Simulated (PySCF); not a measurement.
**Nonlinear optical response: `c1nc2sccc2o1`, C5H3NOS**

Molfile (atoms numbered from 1):
```
C5H3NOS
     RDKit          3D

 11 12  0  0  0  0  0  0  0  0999 V2000
    2.2150    0.0235   -0.1110 C   0  0  0  0  0  0  0  0  0  0  0  0
    1.7321   -0.4382    0.9961 N   0  0  0  0  0  0  0  0  0  0  0  0
    0.3852   -0.3508    0.8218 C   0  0  0  0  0  0  0  0  0  0  0  0
   -1.0538   -0.6997    1.6840 S   0  0  0  0  0  0  0  0  0  0  0  0
   -1.9864   -0.1222    0.3361 C   0  0  0  0  0  0  0  0  0  0  0  0
   -1.2525    0.3165   -0.7223 C   0  0  0  0  0  0  0  0  0  0  0  0
    0.1188    0.1821   -0.4359 C   0  0  0  0  0  0  0  0  0  0  0  0
    1.3084    0.4200   -1.0295 O   0  0  0  0  0  0  0  0  0  0  0  0
    3.2563    0.1113   -0.3456 H   0  0  0  0  0  0  0  0  0  0  0  0
   -3.0550   -0.1448    0.4148 H   0  0  0  0  0  0  0  0  0  0  0  0
   -1.6628    0.7050   -1.6345 H   0  0  0  0  0  0  0  0  0  0  0  0
  1  2  2  0
  2  3  1  0
  3  4  1  0
  4  5  1  0
  5  6  2  0
  6  7  1  0
  7  8  1  0
  8  1  1  0
  7  3  2  0
  1  9  1  0
  5 10  1  0
  6 11  1  0
M  END
```

The calculation used quadratic response wB97X-D/def2-SVPD first hyperpolarisability, Taylor convention, gas phase in PySCF. Geometry: GFN2-xTB.

(1) What is the first hyperpolarisability, and how does it disperse?

(2) Which lowest excitations, dipole and polarisabilities go with it?

Answers

(1) In au, Taylor convention; the vector part is βᵢ = ⅓ Σⱼ (βᵢⱼⱼ + βⱼᵢⱼ + βⱼⱼᵢ); β∥ is 3/5 of the vector part along the dipole, the dipole points from − to +:
| process | λ (nm) | β vector norm | β∥ | β HRS | depolarisation ratio |
| --- | --- | --- | --- | --- | --- |
| static β(0;0,0) | ∞ | 64.2 | 21.3 | 47.8 | 2.05 |
| second harmonic β(−2ω;ω,ω) | 1064 | 56.2 | 24.1 | 54.9 | 1.79 |
| Pockels β(−ω;ω,0) | 1064 | 62.0 | 22.2 | – | – |

(2) S1 5.25 eV (f = 0.238); S2 5.79 eV (f = 0.107); S3 6.10 eV (f = 0.001); dipole 1.95 D; isotropic α 80.0 au static, 81.0 au at 1064 nm, 84.4 au at 532 nm.
